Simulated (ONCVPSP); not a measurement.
# Reading a pseudo-wave (boron)

Columns: radius, all-electron u(r) and pseudo u(r) of the 2p shell (level -3.56 eV) of boron in the configuration [He] 2s2 2p1; PBEsol, scalar-relativistic, ONCV scheme, ONCVPSP 4.0.1.

| r (bohr) | all-electron | pseudo |
| --- | --- | --- |
| 0.170 | 0.0666 | 0.0227 |
| 0.340 | 0.1876 | 0.0869 |
| 0.510 | 0.3078 | 0.1827 |
| 0.680 | 0.4098 | 0.2956 |
| 0.850 | 0.4906 | 0.4099 |
| 1.020 | 0.5512 | 0.5117 |
| 1.190 | 0.5921 | 0.5910 |
| 1.360 | 0.6158 | 0.6431 |
| 1.530 | 0.6254 | 0.6682 |
| 1.700 | 0.6239 | 0.6700 |
| 1.870 | 0.6136 | 0.6547 |
| 2.040 | 0.5970 | 0.6286 |
| 2.210 | 0.5756 | 0.5969 |
| 2.380 | 0.5511 | 0.5636 |
| 2.550 | 0.5244 | 0.5307 |
| 2.720 | 0.4965 | 0.4991 |
| 2.890 | 0.4681 | 0.4689 |
| 3.060 | 0.4397 | 0.4399 |
| 3.230 | 0.4119 | 0.4119 |
| 3.400 | 0.3848 | 0.3848 |
| 3.570 | 0.3588 | 0.3588 |
| 3.740 | 0.3339 | 0.3339 |
| 3.910 | 0.3104 | 0.3104 |
| 4.080 | 0.2881 | 0.2881 |
| 4.250 | 0.2672 | 0.2672 |
| 4.420 | 0.2475 | 0.2475 |

Q: How many radial nodes do the two functions have?

A: The all-electron 2p function has n − l − 1 = 0; the pseudo-wave has 0.

Q: At about which radius was the pseudo-wave matched?

A: 3.40 bohr. The columns agree to 0.0005 from 3.06 bohr on; several derivatives are matched, so the curves merge somewhat inside the radius.

Q: Is the pseudo-wave norm-conserving?

A: Yes: the ONCV scheme keeps the norm inside the radius equal to the all-electron one, which fixes the energy derivative of the logarithmic derivative at the level.
